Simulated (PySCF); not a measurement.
Job for PySCF: R-HF/3-21G on GeH5N (SMILES [NH2][GeH3]), a point of a bond scan (R = 3.074 Å).

```python
from pyscf import gto, scf, dft, mp
from pyscf.data.elements import chemcore

mol = gto.M(
    atom='''
    Ge   -0.36016542    0.04050046    0.02987818
    N     1.47031303   -0.14001610   -0.20882542
    H    -1.70470128   -1.85332424   -1.98371292
    H    -0.70255945    1.50788045   -0.27308504
    H    -0.85896258   -0.30670081    1.45462877
    H     1.80695904   -1.08530079   -0.07685644
    H     2.02009845    0.47463113    0.37790643
    ''',
    basis='3-21g',
    charge=0, spin=0, verbose=3, max_memory=1800)
mf = scf.RHF(mol)
mf.conv_tol = 1e-8
mf.max_cycle = 100
mf.kernel()
if not mf.converged:
    mf = mf.newton().run(mf.mo_coeff, mf.mo_occ)
```

The log:

```
converged SCF energy = -2122.20916210004
```

The run converged.

Cost: roughly 0.4 core-seconds.
